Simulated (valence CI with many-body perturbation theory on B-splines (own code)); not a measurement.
Bi+: calculated level list

Computed by configuration interaction combined with many-body perturbation theory (CI+MBPT): four valence electrons over a frozen Dirac-Fock core [Xe] 4f14 5d10, a basis of 11 s, 11 p, 9 d, 7 f, 5 g, 2 h, 1 i functions for each j, with the one-electron correlation potential Σ1, the two-electron term Σ2, the three-electron term Σ3, Breit, model QED; selected CI, second order for the rest, scaled by the run's own slope (own B-spline code, finite nucleus).

Set against measurement, 25 paired levels are off by 192 cm⁻¹ on average, the worst by 582. These come from a selection out of the NIST Handbook of Basic Atomic Spectroscopic Data. Levels without a partner in it may be off by more. Among the levels kept, up to 260 cm⁻¹ of a level comes from second order outside the variational space, and about a tenth of that is noise between levels of different J, which matters for small intervals.

Levels 1 to 45 of 53, with energies above the lowest level, (6s^2 6p1/2^2) J=0. "Leading %" is the weight of the configuration and term that name the level; weights of strongly mixed levels are sums over their largest components and can fall short. In the jj column 3d3/2^4 stands for four electrons in 3d with j = 3/2. Lifetimes count E1, E2, E3, M1 and M2 decay at the calculated energies, and are blank where another channel may lead or the interval is too uncertain; long ones can be off by a factor of two.

```csv
No.,Configuration,Term,J,E (cm⁻¹),Leading %,Lifetime,g,Leading jj
1,6s2 6p2,3P,0,0.0,80,,,6s^2 6p1/2^2 (94 %)
2,6s2 6p2,3P,1,13644,97,27.0 ms,1.501,6s^2 6p1/2 6p3/2 (97 %)
3,6s2 6p2,3P,2,17268,48,596 ms,1.249,6s^2 6p1/2 6p3/2 (94 %)
4,6s2 6p2,3P,2,34413,48,8.73 ms,1.252,6s^2 6p3/2^2 (93 %)
5,6s2 6p2,1S,0,44442,78,3.30 ms,,6s^2 6p3/2^2 (92 %)
6,6s2 6p 7s,3P°,0,69406,95,1.33 ns,,6s^2 6p1/2 7s (95 %)
7,6s2 6p 7s,3P°,1,69881,66,1.15 ns,1.347,6s^2 6p1/2 7s (94 %)
8,6s 6p3,5S°,2,75943,54,36.8 ns,1.713,6s 6p1/2^2 6p3/2 (59 %)
9,6s2 6p 6d,3F°,2,79248,68,7.45 ns,0.783,6s^2 6p1/2 6d3/2 (92 %)
10,6s2 6p 6d,3D°,1,80738,46,1.19 ns,0.777,6s^2 6p1/2 6d3/2 (72 %)
11,6s2 6p 6d,3D°,2,82174,27,1.13 ns,1.431,6s^2 6p1/2 6d5/2 (65 %)
12,6s2 6p 6d,3F°,3,82435,51,1.24 ns,1.139,6s^2 6p1/2 6d5/2 (89 %)
13,6s2 6p 7p,3D,1,84287,68,16.9 ns,0.672,6s^2 6p1/2 7p1/2 (95 %)
14,6s2 6p 7p,3P,0,87154,71,11.9 ns,,6s^2 6p1/2 7p1/2 (94 %)
15,6s2 6p 7p,3P,1,88575,47,7.98 ns,1.458,6s^2 6p1/2 7p3/2 (95 %)
16,6s2 6p 7p,3D,2,88789,54,8.54 ns,1.176,6s^2 6p1/2 7p3/2 (94 %)
17,6s2 6p 7s,3P°,2,89353,94,1.13 ns,1.498,6s^2 6p3/2 7s (94 %)
18,6s2 6p 7s,1P°,1,90384,56,891 ps,1.102,6s^2 6p3/2 7s (81 %)
19,6s 6p3,3D°,1,94538,40,375 ps,0.845,6s 6p1/2^2 6p3/2 (46 %)
20,6s 6p3,3D°,2,95096,41,3.58 ns,1.122,6s 6p1/2 6p3/2^2 (41 %)
21,6s 6p3,3D°,3,96298,43,8.14 ns,1.274,6s 6p1/2 6p3/2^2 (43 %)
22,6s2 6p 6d,3P°,2,99361,26,1.04 ns,1.181,6s^2 6p3/2 6d5/2 (44 %)
23,6s2 6p 6d,3F°,4,99880,93,16.7 ms,1.250,6s^2 6p3/2 6d5/2 (93 %)
24,6s2 6p 6d,3P°,0,100308,47,2.16 ns,,6s^2 6p3/2 6d3/2 (47 %)
25,6s2 6p 6d,3P°,1,100738,34,1.60 ns,1.340,6s^2 6p1/2 8s (41 %)
26,6s2 6p 8s,3P°,1,101090,34,2.43 ns,1.273,6s^2 6p1/2 8s (51 %)
27,6s2 6p 8s,3P°,0,101198,68,13.0 ns,,6s^2 6p1/2 8s (68 %)
28,6s2 6p 6d,3D°,2,102723,39,702 ps,1.337,6s^2 6p3/2 6d5/2 (40 %)
29,6s2 6p 6d,1F°,3,103249,36,840 ps,1.097,6s^2 6p3/2 6d3/2 (52 %)
30,5f 6s2 6p,3F,2,105191,25,5.70 ns,1.019,5f5/2 6s^2 6p1/2 (54 %)
31,5f 6s2 6p,3D,3,105269,42,4.28 ns,1.175,5f7/2 6s^2 6p1/2 (71 %)
32,6s2 6p 7d,3F°,2,105418,65,6.40 ns,0.792,6s^2 6p1/2 7d3/2 (90 %)
33,5f 6s2 6p,3G,3,105425,64,3.68 ns,0.863,5f5/2 6s^2 6p1/2 (79 %)
34,6s2 6p 7p,3P,1,105566,40,12.8 ns,1.194,6s^2 6p3/2 7p1/2 (75 %)
35,5f 6s2 6p,3G,4,105686,40,4.40 ns,1.089,5f7/2 6s^2 6p1/2 (95 %)
36,6s2 6p 7p,3D,2,106553,21,7.65 ns,1.071,6s^2 6p3/2 7p1/2 (48 %)
37,6s2 6p 8p,3D,1,106681,67,61.5 ns,0.698,6s^2 6p1/2 8p1/2 (92 %)
38,6s2 6p 7d,3D°,1,106924,25,454 ps,0.912,6s^2 6p1/2 7d3/2 (50 %)
39,6s2 6p 8p,3P,0,107549,64,32.1 ns,,6s^2 6p1/2 8p1/2 (92 %)
40,6s2 6p 7d,3P°,2,107825,37,637 ps,1.261,6s^2 6p1/2 7d5/2 (80 %)
41,6s2 6p 8p,3P,1,108243,39,18.9 ns,1.512,6s^2 6p1/2 8p3/2 (76 %)
42,6s2 6p 7d,3F°,3,108244,30,550 ps,1.089,6s^2 6p1/2 7d5/2 (60 %)
43,6s2 6p 6d,1P°,1,108319,35,809 ps,0.909,6s^2 6p1/2 7d3/2 (38 %)
44,6s2 6p 8p,3D,2,108522,41,18.9 ns,1.207,6s^2 6p1/2 8p3/2 (82 %)
45,6s2 6p 7p,3D,3,108525,85,7.49 ns,1.317,6s^2 6p3/2 7p3/2 (85 %)
```

Where two levels of one J and parity lie close, their mixing, g and order are uncertain.

The ionisation energy to 6s2 6p 2P°_1/2 of the next ion comes out as 16.676 eV (NIST: 16.703 ± 0.004 eV (measured)). All 53 levels together are meant to be complete up to 114682 cm⁻¹.
